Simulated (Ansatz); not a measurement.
Cost and result up the ladder for Al6P6H18, a cluster cut from wurtzite AlP (hydrogen-capped) (30 atoms). Total charge 0; singlet. Geometry: PBE-D4/def2-SVP.

```tsv
atom	x (Å)	y (Å)	z (Å)
P1	-1.469	-0.215	2.395
Al2	0.840	0.553	2.468
Al3	0.742	-3.005	0.785
P4	2.015	-0.952	1.079
P5	0.527	2.542	1.099
Al6	3.096	0.245	-0.744
Al7	-2.512	-0.844	0.287
P8	-0.890	-2.163	-0.812
P9	-2.354	1.340	-0.778
Al10	-0.189	2.361	-1.221
Al11	-0.301	-1.171	-2.955
P12	1.124	0.616	-2.120
H13	-1.592	-1.321	3.290
H14	-2.306	0.725	3.079
H15	1.307	0.911	3.951
H16	-0.058	-3.247	2.168
H17	1.647	-4.149	0.125
H18	3.083	-1.308	1.968
H19	-0.320	3.467	1.789
H20	1.745	3.286	1.126
H21	3.517	1.689	-0.152
H22	4.150	-0.695	-1.497
H23	-4.025	-1.311	0.480
H24	-1.699	-3.300	-1.143
H25	-3.188	2.271	-0.078
H26	-3.070	1.277	-2.011
H27	-0.330	3.789	-1.919
H28	0.539	-2.201	-3.848
H29	-1.643	-0.463	-3.513
H30	1.616	1.272	-3.296
```

Ansatz on 2 threads of AMD EPYC 7R13 on a shared host and a share (18 GiB) of an NVIDIA H100 80GB HBM3. Times are rough, and most runs start from the orbitals of an earlier one. PBE0-D4/def2-TZVP serves as the yardstick here, not as an exact answer. Differences are given only for rows in sets of like size (and for xTB, whose basis is part of the method), since another set adds its own error. Binding counts from free atoms at the same level (P quartet, Al doublet, H doublet; other spins of the atoms weren't run), without zero-point energy or a counterpoise term.

Single mean-field runs in def2-TZVP are fitted with def2-universal-jkfit.

```tsv
level	functions	wall time	binding energy per atom (eV)	difference from PBE0-D4/def2-TZVP (eV)
PBE-D4/def2-SVP	306	14 s	2.89	–
PBE0-D4/def2-SVP	306	17 s	2.88	–
r2SCAN-D4/def2-TZVP	552	17 s	2.89	0.03
PBE-D4/def2-TZVP	552	18 s	2.87	0.00
PBE0-D4/def2-TZVP (with forces)	552	22 s	2.87	0.00
```
